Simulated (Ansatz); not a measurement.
Computed with Ansatz on PBE0-D4/def2-TZVP structures; ΔE is electronic, products minus reactants. CCSD(T)/CBS is the MP2 limit (def2-TZVPP, def2-QZVPP) plus CCSD(T) − MP2 in def2-TZVPP, frozen cores. This one scheme is used for every species. DFT in def2-TZVPP. Each species was taken in one conformer, which may not be the lowest.

Consider the formal exchange of groups at a B–C bond: `COBCS` + CH₃NH₂ → `COBCN` + CH₃SH.

```json
{"species": "`COBCS`", "PBE0 energy (Eh)": "-578.45372"}
{"species": "CH₃NH₂", "PBE0 energy (Eh)": "-95.78001"}
{"species": "`COBCN`", "PBE0 energy (Eh)": "-235.69210"}
{"species": "CH₃SH", "PBE0 energy (Eh)": "-438.53753"}
```

Problem. Work out ΔE.

Solution. ΔE = (-235.69210) + (-438.53753) − (-578.45372) − (-95.78001) = 0.00410 Eh = +2.6 kcal/mol. CCSD(T)/CBS gives +2.8 kcal/mol.

Largest T1 diagnostic among the species: 0.013.

In def2-TZVPP, CCSD(T) changes the Hartree–Fock value by +1.6 kcal/mol (the triples alone add +0.4 kcal/mol) and MP2 by +2.1 kcal/mol.
